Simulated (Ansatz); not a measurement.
Z-matrix (Å, degrees):
```
Sn
H 1 1.7141
H 1 1.7141 2 108.85
H 1 1.7142 2 108.86 3 -118.52
C 1 2.1581 2 110.08 3 120.73
H 5 1.0888 1 109.83 2 58.98
H 5 1.0888 6 109.11 1 120.44
H 5 1.0889 6 109.11 7 119.13
```
Charge 0, multiplicity 1.

Computed with frozen-core CCSD(T)/def2-TZVPP // B3LYP-D3(BJ)/def2-TZVP (Ansatz, a first-principles code).

```
Quantity                        Value
----------------------  -------------
HF energy               -254.70051 Ha
MP2 correlation energy    -0.52793 Ha
```

Q: Estimate the CCSD correlation energy, the (T) correction, the total energy and the T1 diagnostic.

A: 
The CCSD correlation energy comes out as -0.55370 Ha. The (T) correction comes out as -0.01634 Ha and the CCSD(T) total energy is -255.27054 Ha. The T1 diagnostic is 0.012.
